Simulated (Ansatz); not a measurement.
A run for Ansatz (an electronic-structure program): R-HF/def2-TZVPP on CH5Al (SMILES [CH3][AlH2]), atoms moved off the minimum.

Ansatz 0.2 input:
```yaml
crystal:
  periodic: [false, false, false]
  atoms:
    - {symbol: Al, position_ang: [0.04108226, -0.32706551, -0.52464650]}
    - {symbol: H, position_ang: [-1.16922069, -0.47002338, -1.40284388]}
    - {symbol: H, position_ang: [1.38205757, -0.94859893, -1.30380474]}
    - {symbol: C, position_ang: [-0.01824597, 0.77738078, 1.00812578]}
    - {symbol: H, position_ang: [-0.20061583, 1.80149949, 1.08573149]}
    - {symbol: H, position_ang: [0.93597799, 0.27732844, 1.65458817]}
    - {symbol: H, position_ang: [-0.97237913, 0.42567713, 1.73014662]}
basis:
  gaussian:
    orbitals: def2-TZVPP
hamiltonian:
  xc: {name: HF}
scf: {lower_state_search: off}
output: {forces: true}
```

Program output:

```
WARN ansatz: RAYON_NUM_THREADS=1 ignored (pool sized by the plan → 1); use --threads N
Functional definition: HF
these checks for a lower state are left out or cut short: stability, starts, cluster_reference, orbital_swaps, neighbouring_geometries, increment
integrals: 0.04 GiB planned
855 factors; their error is unknown
mean field: 0.28 GiB planned
mean field evaluation 1: about -7689.7492 eV, gradient 2.5e1 eV
mean field evaluation 2: about -7691.1674 eV, gradient 1.1e1 eV
mean field evaluation 4: about -7691.4985 eV, gradient 2.8e-1 eV
mean field evaluation 8: about -7691.5520 eV, gradient 2.6e-1 eV
mean field -7691.55210076 eV, -282.6593261817 hartree, gradient 1.4e-6 eV, S^2 0.000000; 0 other end points of the search recorded, 0 dependent functions left out
the calculation of the forces begins
reference -7691.55210076 eV, -282.6593261817 hartree; 12, 12 occupied and 131, 131 virtual orbitals, 855 factors
Total energy: -7691.55210076 eV, -282.6593261817 hartree
Atom 0 at     0.041082    -0.327066    -0.524647 Å, force     1.324650    -0.038244    -1.536583 eV/Å
Atom 1 at    -1.169221    -0.470023    -1.402844 Å, force    -1.237560    -0.331398    -0.575457 eV/Å
Atom 2 at     1.382058    -0.948599    -1.303805 Å, force    -0.589310     0.290239     0.944532 eV/Å
Atom 3 at    -0.018246     0.777381     1.008126 Å, force    -0.371649    -4.284147     4.921078 eV/Å
Atom 4 at    -0.200616     1.801499     1.085731 Å, force     0.910434     1.613431    -0.149632 eV/Å
Atom 5 at     0.935978     0.277328     1.654588 Å, force    -2.458916     2.379289    -1.474519 eV/Å
Atom 6 at    -0.972379     0.425677     1.730147 Å, force     2.422352     0.370830    -2.129420 eV/Å
Dipole moment:    -0.043871     0.022806     0.276653 e Å
Checks for a lower state left out: stability, starts, cluster_reference, orbital_swaps, neighbouring_geometries, increment
```

The run converged.

Cost: very roughly 2.2 core-seconds.
